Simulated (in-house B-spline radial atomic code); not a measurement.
Values are calculated unless marked as measured or tabulated.
## Correlation energy from the adiabatic connection: −V exp(−r²/w²), V = 14.7, w = 1.26

Two electrons in a singlet, external potential −V exp(−r²/w²), V = 14.7, w = 1.26 (atomic units). Full CI in B-splines (partial waves to l = 8, correlation up to 0.6 % small) with the density held fixed gives W(λ) = <V_ee>_λ − U, and E_c is the integral of W(λ) − W(0) from 0 to 1.

```json
{"λ": "0", "W(λ) − W(0) (hartree)": "0.00000"}
{"λ": "0.02", "W(λ) − W(0) (hartree)": "-0.00194"}
{"λ": "0.05", "W(λ) − W(0) (hartree)": "-0.00483"}
{"λ": "0.12", "W(λ) − W(0) (hartree)": "-0.01145"}
{"λ": "0.25", "W(λ) − W(0) (hartree)": "-0.02337"}
{"λ": "0.4", "W(λ) − W(0) (hartree)": "-0.03651"}
{"λ": "0.6", "W(λ) − W(0) (hartree)": "-0.05310"}
{"λ": "0.8", "W(λ) − W(0) (hartree)": "-0.06869"}
{"λ": "1", "W(λ) − W(0) (hartree)": "-0.08336"}
```

Problem. Integrate the table by the trapezoid rule.

Solution. The strips give -0.00002, -0.00010, -0.00057, -0.00226, -0.00449, -0.00896, -0.01218, -0.01520, which sum to -0.04379 hartree. The direct value, W(1) − W(0) + T_c with T_c = 0.03950, is -0.04385; the curve is convex, so chords lie above it and the trapezoids fall short in size by 0.14 %.

Problem. Now use only three numbers: W(0) = -1.4333, the initial slope W'(0) = -0.09732 (extrapolated from the first points) and the strong-coupling limit of the point-charge-plus-continuum model, W∞ = -1.9801. What do second-order theory and the interpolation W(λ) = W∞ + (W(0) − W∞)/√(1 + 2χλ) of Seidl, Perdew and Levy give?

Solution. Second order keeps the slope alone: E_c = W'(0)/2 = -0.04866, +11 % in size against -0.04385. Matching the slope fixes χ = W'(0)/(W∞ − W(0)) = -0.09732/(-0.54680) = 0.17798. Integrating, with s = √(1 + 2χ) = 1.164458, E_c = −(W(0) − W∞)(s − 1)/(s + 1) = −0.54680 × 0.164458/2.164458 = -0.04155 hartree, -5.3 % in size against the full result. At λ = 1 the formula gives W − W(0) = -0.07723 against -0.08336. Part of the miss can come from the model's W∞.
